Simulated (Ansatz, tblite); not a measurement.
Forces on CoSn₁₂⁺ at its PBE-D4/def2-SVP geometry. The state is a singlet with charge 1.

In the def2 sets Sn takes a core potential; there is no spin–orbit coupling. The xTB rows come from tblite. Single mean-field runs in def2-TZVP are fitted with def2-universal-jkfit. The restricted singlet is unstable towards broken spin symmetry in Hartree–Fock (as tested in another run); at PBE-D4/def2-TZVP this wasn't settled. The structure comes from a short search, and lower isomers may exist.

GFN1-xTB (tblite), largest force 2.61 eV/Å:

```xyz
13
positions Å, forces eV/Å
Co   -1.216   -0.645    1.127    0.886    0.326   -0.529
Sn   -2.051   -0.339   -1.881    1.112    0.761    1.252
Sn    2.870   -2.270    0.690   -1.648    0.978    0.109
Sn    0.452   -1.527   -0.847   -0.100    1.633    1.166
Sn   -1.451    0.361    3.335    0.764   -0.986   -2.289
Sn   -0.352    1.442    0.113    0.579   -2.006   -0.152
Sn   -3.538   -1.104    0.898    1.890    0.667   -0.067
Sn    2.906    0.572   -0.639   -2.023   -0.460    0.436
Sn    1.450   -0.030    2.203   -1.690   -0.675   -1.522
Sn   -0.180   -2.848    1.777    0.821    1.987   -0.691
Sn   -1.311    2.648   -2.436    1.068   -1.065    0.674
Sn    0.878    0.519   -3.055   -0.748    0.406    1.903
Sn    1.540    3.221   -1.285   -0.911   -1.567   -0.291
```

GFN2-xTB (tblite), largest force 4.83 eV/Å:

```
Co 2.857 1.773 -1.484
Sn 0.203 0.045 0.992
Sn -0.650 0.066 0.354
Sn -0.977 1.452 1.559
Sn 0.602 -0.588 -2.005
Sn -0.146 -4.816 0.387
Sn 1.730 0.396 0.092
Sn -0.719 0.450 -0.228
Sn -1.913 -0.572 -0.652
Sn -0.515 1.834 -0.318
Sn 0.921 0.007 0.463
Sn -0.445 0.603 0.972
Sn -0.950 -0.649 -0.132
```

PBE-D4/def2-TZVP (Ansatz), largest force 0.14 eV/Å:

```
Co 0.120 0.002 -0.037
Sn 0.071 0.019 0.046
Sn -0.073 0.048 0.000
Sn 0.009 0.064 0.034
Sn -0.011 0.017 0.070
Sn 0.033 0.051 -0.131
Sn -0.077 -0.021 -0.016
Sn -0.052 -0.028 0.004
Sn -0.054 -0.046 -0.088
Sn 0.056 -0.010 -0.014
Sn 0.060 -0.053 0.038
Sn -0.039 0.036 0.091
Sn -0.043 -0.078 0.001
```
